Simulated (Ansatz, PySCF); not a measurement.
CH$_{4}$S, triplet, at the geometry of the source list (a higher spin typed on purpose: for a closed-shell molecule this is an excited state). Base run: REVPBE/aug-cc-pVDZ in PySCF.

Geometry (Å):
```xyz
6

C     -0.5039    -0.0136     0.0114
S      1.1252     0.7893    -0.1018
H     -0.5958    -0.5258     0.9638
H     -1.2395     0.7814    -0.0541
H     -0.6311    -0.7050    -0.8155
H      1.8452    -0.3263    -0.0038
```
Charge 0, spin multiplicity 3.
Orbitals are unrestricted.
All else is at PySCF's defaults.

The same geometry, method and basis name were run in Ansatz (a first-principles code) and PySCF, at each program's defaults and at the settings that a row names. The base is PySCF at its defaults. Differences at the defaults can come from grids, fitting, cores and function types together.

```csv
code and settings,ΔE vs base (mEh),basis functions,E (Eh),SCF cycles,dipole (D)
"PySCF, defaults (exact integrals, its default grid, spherical functions)",0.000,86,-438.44343,11,0.91
"Ansatz, defaults (factorised integrals, its default grid, spherical functions)",-0.002,86,-438.44343,-,-
"PySCF, density fitting with def2-universal-jkfit",-0.185,86,-438.44361,11,0.95
"PySCF, fine grid",0.000,86,-438.44343,11,0.91
"Ansatz, high accuracy",0.000,86,-438.44343,-,-
```

Open shells are given as the SCF converged; they aren't shown to be the lowest states, and a large step between rows can be another state.
